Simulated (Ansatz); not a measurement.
One change: `Cl[SiH2][O][SnH3]` becomes `C[SiH2]O[SiH2]Cl`.

Ansatz, PBE0-D4/def2-TZVP geometries, multiplicity 1. Each molecule was computed in one conformer, which needn't be the lowest.

Elements past krypton have def2 core potentials.

```
                                      property  `Cl[SiH2][O][SnH3]`
         HOMO energy (ωB97M-V/def2-TZVPP) / eV               -10.60
           LUMO energy (B3LYP/def2-TZVPP) / eV                -1.02
       HOMO–LUMO gap (ωB97M-V/def2-TZVPP) / eV                11.33
             HOMO energy (PBE/def2-TZVPP) / eV                -6.96
            LUMO energy (PBE0/def2-TZVPP) / eV                -0.79
size of the dipole moment (PBE/def2-TZVPP) / D                 2.07
```

Q: What does the change do to each property? (Best estimate.)

A: The calculation gave: 
```csv
property,`C[SiH2]O[SiH2]Cl`,shift
HOMO energy (ωB97M-V/def2-TZVPP) / eV,-10.93,-0.33
LUMO energy (B3LYP/def2-TZVPP) / eV,0.00,1.02
HOMO–LUMO gap (ωB97M-V/def2-TZVPP) / eV,12.83,1.50
HOMO energy (PBE/def2-TZVPP) / eV,-7.28,-0.32
LUMO energy (PBE0/def2-TZVPP) / eV,0.20,0.99
size of the dipole moment (PBE/def2-TZVPP) / D,0.87,-1.20
```

With PBE0 the HOMO falls by 0.32 eV and the LUMO rises by 0.99 eV, so the gap widens by about 1.31 eV. PBE moves the HOMO by -0.32 eV and ωB97M-V by -0.33 eV. Dipoles are sizes alone; their direction can turn.

B3LYP here is the variant with VWN-RPA as its local correlation; programs differ in this.
